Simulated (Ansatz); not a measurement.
A structure relaxed at PBE-D4/def2-SVP in Ansatz, charge 0, singlet:

```xyz
8

Sn   -1.966   -1.297    0.088
Sn    1.315   -0.435    1.907
Sn    1.220   -0.554   -1.938
Sn   -0.569    2.287   -0.057
Se   -1.270    0.577    2.018
Se    2.047    1.350   -0.092
Se    0.592   -2.381    0.059
Se   -1.369    0.453   -1.985
```

Q: Give its formula and point group.

A: Sn4Se4 (the lowest singlet isomer of a short search). Point group Td (tolerance 0.1 Å).

Q: Summarise the bond lengths by kind (pairs closer than 1.2 times the sum of covalent radii, bridged metal pairs left out).

A: 12 × Se–Sn 2.78 Å.

In the def2 sets Sn takes a core potential; there is no spin–orbit coupling. The structure comes from a short search, and lower isomers may exist.
